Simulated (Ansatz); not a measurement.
CH3FMoS2 (`[CH3][Mo]([F])(=[S])=[S]`). Total charge 0; spin multiplicity 1. Mo takes the def2 core potential.

```json
{"atom": "C1", "x (Å)": "-0.399", "y (Å)": "0.701", "z (Å)": "-0.765"}
{"atom": "Mo2", "x (Å)": "0.302", "y (Å)": "-0.684", "z (Å)": "0.619"}
{"atom": "F3", "x (Å)": "-0.290", "y (Å)": "-2.369", "z (Å)": "0.189"}
{"atom": "S4", "x (Å)": "2.378", "y (Å)": "-0.456", "z (Å)": "0.544"}
{"atom": "S5", "x (Å)": "-0.407", "y (Å)": "0.037", "z (Å)": "2.448"}
{"atom": "H6", "x (Å)": "-0.019", "y (Å)": "0.399", "z (Å)": "-1.746"}
{"atom": "H7", "x (Å)": "-1.492", "y (Å)": "0.654", "z (Å)": "-0.743"}
{"atom": "H8", "x (Å)": "-0.074", "y (Å)": "1.718", "z (Å)": "-0.546"}
```

Question: What are the harmonic wavenumbers in cm⁻¹ at PBE0-D4/def2-TZVP (Ansatz, finite differences of forces, unscaled)? (An estimate is asked.)

Answer: Ansatz gave: 163, 173, 175, 189, 195, 199, 551, 578, 590, 613, 702, 718, 1194, 1402, 1415, 3033, 3126, 3161.

Question: Is this a minimum?

Answer: Yes, all 18 modes are real.

Question: Give the ideal-gas thermochemistry at 298.15 K and 1 bar (rigid rotor, harmonic oscillator; point group Cs, symmetry number 1).

Answer: Zero-point energy 108.7 kJ/mol; H(298) − E = 130.4 kJ/mol; entropy 361.7 J/(mol·K), of which translation 174.6, rotation 118.3, vibration 68.8; G(298) − E = 22.5 kJ/mol.

Question: And at 400, 500, 600, 800 and 1000 K?

Answer: 
| T (K) | H − E (kJ/mol) | S (J/mol/K) | G − E (kJ/mol) |
| --- | --- | --- | --- |
| 400 | 141.9 | 394.9 | -16.1 |
| 500 | 154.4 | 422.7 | -57.0 |
| 600 | 167.6 | 446.8 | -100.5 |
| 800 | 195.9 | 487.4 | -194.0 |
| 1000 | 225.9 | 520.9 | -295.0 |

Question: Rotational constants (cm⁻¹)?

Answer: 0.0762, 0.06083, 0.05264.
